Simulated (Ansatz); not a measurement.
`[F][Hf]([Cl])([Cl])[Cl]` + H₂O → `[OH][Hf]([Cl])([Cl])[Cl]` + H–F at 400 K and 1 bar (formal hydrolysis of the Hf–F bond).

Isolated molecules relaxed with PBE0-D4/def2-TZVP in Ansatz; ΔE leaves out vibrations. CCSD(T)/CBS is the MP2 limit (def2-TZVPP, def2-QZVPP) plus CCSD(T) − MP2 in def2-TZVPP, frozen cores. This one scheme is used for every species. def2 core potentials past Kr. For Hf outer-core shells are correlated without core-valence functions, which leaves a few kJ/mol of doubt a bond. One conformer a species, not always the lowest.

```tsv
species	CCSD(T)/CBS energy (Eh)	H − E (kJ/mol)	S (J/(mol·K))
`[F][Hf]([Cl])([Cl])[Cl]`	-1527.34680	46.6	404.1
H₂O	-76.37941	69.8	198.6
`[OH][Hf]([Cl])([Cl])[Cl]`	-1503.31799	77.8	423.2
H–F	-100.39570	36.5	182.2
```

H − E and S are ideal-gas, rigid-rotor, harmonic terms from PBE0-D4/def2-TZVP, for one conformer and one mirror image of each species. 1 Eh = 2625.50 kJ/mol, R = 8.31446 J/(mol·K).

Q: By hand: ΔE, ΔH, ΔS and ΔG.

A: ΔE = (-1503.31799) + (-100.39570) − (-1527.34680) − (-76.37941) = 0.01252 Eh = 32.9 kJ/mol. Δ(H − E) = 77.8 + 36.5 − 46.6 − 69.8 = -2.1, so ΔH = 30.8 kJ/mol. ΔS = 423.2 + 182.2 − 404.1 − 198.6 = 2.7 J/(mol·K). ΔG = 30.8 − 400 × (2.7)/1000 = 29.7 kJ/mol.

Q: By hand: the equilibrium constant, and the temperature at which ΔG would vanish if ΔH and ΔS stayed fixed.

A: log₁₀ K = −ΔG/(RT ln 10) = -3.9. ΔG = 0 at ΔH/ΔS = 11407 K, far beyond where these terms or the molecules hold.

The number of gas molecules stays the same, so ΔS is small and ΔH decides. A doubt of 5 kJ/mol in ΔE shifts log₁₀ K by 0.7 here. Other conformers and mirror images would add mixing entropy, several J/(mol·K) or more a flexible species. These are equilibria of isolated gas molecules and say nothing of rates. Largest T1 diagnostic: 0.014 (customary marks: 0.02 for closed shells, 0.045 for open ones).
